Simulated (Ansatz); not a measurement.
Geometry optimisation, RHF/def2-SVP in Ansatz.

Input:

```yaml
crystal:
  periodic: [false, false, false]
  atoms:
    - { symbol: Ti, position_ang: [0.0, 0.0, 0.0] }
    - { symbol: O, position_ang: [0.0, 0.0, 1.92] }
    - { symbol: H, position_ang: [-0.9095, -0.2814, 2.2571] }
    - { symbol: O, position_ang: [1.8106, 0.0, -0.6394] }
    - { symbol: H, position_ang: [2.1269, -0.9521, -0.756] }
    - { symbol: Cl, position_ang: [-1.1163, 1.9339, -0.7892] }
    - { symbol: O, position_ang: [-0.9043, -1.5667, -0.6394] }
    - { symbol: H, position_ang: [-1.359, -2.0324, 0.133] }
basis:
  gaussian: { orbitals: def2-SVP }
hamiltonian:
  xc: hf
relax:
  f_tol: 0.02
  max_steps: 40
```

Command:

```bash
$ ansatz run input.yaml --threads 2 --pin off --max-ram 3072MiB --backend cpu --events-out ev --progress --plain --runs-dir out
```

Where does it end, and by what steps?

The forces met the threshold. After 21 steps the energy has fallen by 1.869 eV; H3 moved furthest, 1.01 Å.

```tsv
step	energy less start (eV)	largest force component (eV/Å)	accepted
0	0.0000	3.986	yes
1	-1.3890	2.420	yes
2	-1.5812	1.546	yes
3	-1.7041	0.701	yes
4	-1.7770	0.508	yes
5	-1.8077	0.395	yes
6	-1.8232	0.216	yes
7	-1.8302	0.370	yes
8	-1.8365	0.149	yes
9	-1.8369	0.166	yes
10	-1.8401	0.033	yes
11	-1.8396	0.262	no
12	-1.8406	0.032	yes
13	-1.8452	0.055	yes
14	-1.8463	0.295	yes
15	-1.8512	0.248	yes
16	-1.8634	0.170	yes
17	-1.8639	0.274	yes
18	-1.8647	0.258	yes
19	-1.8685	0.032	yes
20	-1.8685	0.035	yes
21	-1.8686	0.003	yes
```

```xyz
8
Properties=species:S:1:pos:R:3
Ti -0.153 -0.142 0.062
O -0.452 -0.033 1.784
H -0.092 0.190 2.626
O 1.571 -0.173 -0.243
H 2.265 -0.550 -0.760
Cl -1.046 1.660 -0.954
O -0.899 -1.589 -0.583
H -1.545 -2.262 -0.445
```

Whether the end is a true minimum wasn't checked by a vibrational analysis.

The run took 52 s on 2 threads of Arm Neoverse V1 (shared host), peak memory 0.23 GiB.
